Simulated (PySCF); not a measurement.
Cl2FH5Si3. Atoms are numbered in the order given.

```xyz
11

Si     2.4626     0.0928    -0.1201
F      3.8081    -0.8351    -0.1355
Si     0.5598    -1.2829     0.0344
Si    -1.2421     0.1174    -0.4960
Cl    -3.0122    -0.5396     0.3632
Cl    -0.7324     1.9843     0.2925
H      2.5405     1.0101     1.0470
H      2.4260     0.8733    -1.3875
H      0.6178    -2.4296    -0.9187
H      0.3650    -1.7879     1.4237
H     -1.4868     0.3090    -1.9479
```
Charge 0, spin multiplicity 1.

The structure is a stationary point at B3LYP-D3(BJ)/def2-SVP. This is a generated structure with no PubChem entry under its InChIKey; it may be hypothetical. One conformer was computed; it need not be the lowest.

Level of theory: PBE0/def2-TZVP (PySCF).

ESP charges are fitted to the potential on shells at 1.4 to 2.0 van der Waals radii. Atomic charges (e):

| atom | Löwdin | ESP fit |
|---|---|---|
| Si1 | 0.09 | 0.42 |
| F2 | -0.04 | … |
| Si3 | 0.05 | 0.05 |
| Si4 | -0.43 | 0.03 |
| Cl5 | 0.22 | … |
| Cl6 | 0.22 | … |
| H7 | -0.03 | … |
| H8 | -0.03 | … |
| H9 | -0.01 | 0.00 |
| H10 | -0.01 | -0.01 |
| H11 | -0.03 | … |

### Question
Complete the blanks. (An estimate is asked for; the answer gives what the named calculation found.)

### Answer

- F2, ESP fit: -0.26
- Cl5, ESP fit: -0.07
- Cl6, ESP fit: -0.10
- H7, ESP fit: -0.06
- H8, ESP fit: -0.06
- H11, ESP fit: 0.04

### Question
Give the Mayer and Wiberg (Löwdin basis) orders of the bonds. (Estimate from the structure and the level; the computed values follow.)

### Answer

```tsv
bond	Mayer	Wiberg
Si1–F2	1.06	1.69
Si1–Si3	0.94	1.11
Si3–Si4	0.93	1.11
Si4–Cl5	1.16	1.84
Si4–Cl6	1.12	1.78
Si1–H7	0.93	0.94
Si1–H8	0.92	0.94
Si3–H9	0.93	0.92
Si3–H10	0.93	0.92
Si4–H11	0.91	0.93
```
